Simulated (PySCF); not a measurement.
C$_{4}$H$_{11}$AlO$_{2}$ (SMILES CC[O][Al]([OH])[CH2]C), singlet, geometry from GFN2-xTB (such geometries of metal compounds can be far from the true shape), atoms displaced at random by about 0.08 Å a coordinate. Base run: TPSS/STO-3G, gradient (PySCF).

Here is a job for PySCF.
```python
from pyscf import gto, scf, dft

mol = gto.M(
    atom='''
Al   -0.208474    0.638540    0.124605
C    -0.756634    0.041079   -1.649435
C    -1.819823    1.157776   -2.312962
H    -1.416803   -0.923962   -1.522763
H    -0.025889   -0.151950   -2.239342
H    -1.303110    1.893799   -2.475371
H    -2.697839    1.029700   -1.731828
H    -2.081780    0.641117   -3.428472
O    -0.814113    2.388199    0.814013
H    -1.020654    3.029217    0.958827
O     0.739158   -0.460444    0.975868
C     1.525020   -1.328994    1.698948
C     1.656206   -2.502921    0.788877
H     2.494827   -1.036115    1.729711
H     1.114111   -1.687772    2.588246
H     2.023972   -2.347883   -0.374640
H     2.287408   -3.318619    1.146285
H     0.572863   -2.926638    0.494868
''',
    basis='sto-3g',
    charge=0,
    spin=0,
    verbose=4,
)

mf = dft.RKS(mol)
mf.xc = 'tpss'
mf.kernel()
g = mf.nuc_grad_method()
grad = g.kernel()
```

The coordinate followed is z of atom 5.

Each row names what was changed in the base input (with any setting that the change needs).

| change | dE/dx (Eh/bohr) | net force (Eh/bohr) |
|---|---|---|
| base | 0.104236 | 0.000083 |
| grids.level = 1; grid_response = on | 0.104271 | 0.000000 |
| finite difference step (bohr) = 0.05; conv_tol = 1e-11 | 0.104239 | - |
| grid_response = on | 0.104230 | 0.000000 |
| finite difference step (bohr) = 1e-3; conv_tol = 1e-11 | 0.104230 | - |
| finite difference step (bohr) = 1e-4; conv_tol = 1e-11 | 0.104230 | - |
| conv_tol = 1e-4 | 0.104223 | 0.000083 |
| conv_tol = 1e-11 | 0.104236 | 0.000083 |
| grids.level = 0; grid_response = on | 0.104001 | 0.000000 |
| grids.level = 0; grid_response = off | 0.105053 | 0.038921 |
| grids.level = 5; grid_response = on | 0.104237 | 0.000000 |
| grids.level = 5; grid_response = off | 0.104237 | 0.000019 |

The net force is zero for an exact gradient.
